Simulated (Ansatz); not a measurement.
`[OH][AlH][C]#CS` + `[SiH3]P` → `[OH][AlH][SiH2]P` + `C#CS`  (formal exchange of groups at the Al–C bond)

Calculated with Ansatz (gas phase, PBE0-D4/def2-TZVP geometries, no zero-point term in ΔE). CCSD(T)/CBS adds triple-zeta CCSD(T) − MP2 to the extrapolated MP2 energy (def2 sets, frozen cores). This one scheme is used for every species. Functionals use def2-TZVPP. One conformer a species, not always the lowest.

```
           species  PBE-D4 energy (Eh)
 `[OH][AlH][C]#CS`          -793.46693
         `[SiH3]P`          -633.54498
`[OH][AlH][SiH2]P`          -951.69374
            `C#CS`          -475.29811
```

Task: Work out ΔE.

Result: ΔE = (-951.69374) + (-475.29811) − (-793.46693) − (-633.54498) = 0.02006 Eh = +0.55 eV. CCSD(T)/CBS gives +0.68 eV.

Largest T1 diagnostic among the species: 0.014.

From PBE to PBE0 (25 % exact exchange), in def2-TZVPP and without D4, ΔE moves by +0.03 eV. In def2-TZVPP, CCSD(T) changes the Hartree–Fock value by −0.13 eV (the triples alone add −0.00 eV) and MP2 by −0.05 eV. Leaving LDA and LC-ωPBE aside and taking each functional with its dispersion term where it has one, the values, not all of them listed here, spread over 0.20 eV, from PBE-D4 to B2PLYP.
